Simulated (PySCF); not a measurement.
## Worked example: dipole moment from atomic charges

C₃H₂N₃, SMILES c1n[c]ncn1, multiplicity 2. Atoms are numbered in the order given.

```xyz
8

C      0.0000     0.0000    -1.3181
N      0.0000    -1.1781    -0.7523
C      0.0000    -1.1287     0.5904
N      0.0000     0.0000     1.2975
C      0.0000     1.1287     0.5904
N      0.0000     1.1781    -0.7523
H      0.0000    -2.0795     1.1364
H      0.0000     2.0795     1.1364
```
Charge 0, spin multiplicity 2.

Geometry optimised at B3LYP-D3(BJ)/def2-SVP. The isomer is the one that the SMILES or the coordinates give; other isomers of the formula were not compared.

Charges (e) from PySCF with PBE/def2-TZVP:

| atom | ESP fit | Mulliken |
|---|---|---|
| C1 | 0.448 | 0.065 |
| N2 | -0.688 | -0.142 |
| C3 | 0.951 | 0.049 |
| N4 | -0.896 | -0.171 |
| C5 | 0.951 | 0.049 |
| N6 | -0.688 | -0.142 |
| H7 | -0.039 | 0.146 |
| H8 | -0.039 | 0.146 |

The dipole moment of the full density is 1.60 D.

What dipole moment does each set of point charges give, and which comes closer to that of the density?


μ = Σ q r, and 1 e Å = 4.8032 D.
ESP fit: Σ q r = (0.000, 0.000, 0.316) e Å, |μ| = 1.52 D.
Mulliken: Σ q r = (0.000, 0.000, 0.296) e Å, |μ| = 1.42 D.
ESP fit comes closer in size. Point charges leave out the atoms' own dipoles (lone pairs, polarised bonds); fits to the potential absorb them, partitions of the density don't.
